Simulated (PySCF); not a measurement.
All values below come from PBE-D3(BJ)/def2-TZVP // B3LYP-D3(BJ)/def2-TZVP (PySCF 2.14.0). Isolated molecules, 0 K electronic values unless said otherwise. One relaxed conformer stands for a flexible species; it need not be the lowest. Delta-SCF ions had no search for a lower state. Excitations are Tamm–Dancoff values on a coarser integration grid. The basis has no diffuse functions, so Rydberg states are missing or too high.

Reference species (SMILES): `C(N=[SiH2])=C` (C–C–N–Si torsion 55°) (neutral, multiplicity 1).

- S1 oscillator strength: 0.040
- vertical ionisation energy (Delta-SCF): 8.08 eV
- T1 excitation (TDA): 2.07 eV
- S1–T1 gap (TDA): 0.64 eV

After one change: the S1 oscillator strength stays essentially unchanged; the vertical ionisation energy (Delta-SCF) goes up by 1.41 eV; the T1 excitation (TDA) rises by 2.71 eV; the S1–T1 gap (TDA) decreases by 0.11 eV.

Q: Name the change that produced these shifts. The new species is one of these.
A. `C1=[SiH]CN1`
B. `CN=C=[SiH2]`
C. `C=NC=[SiH2]` (C–N–C–Si torsion 180°)
D. `C#C[SiH2]N`

A: D, `C#C[SiH2]N`
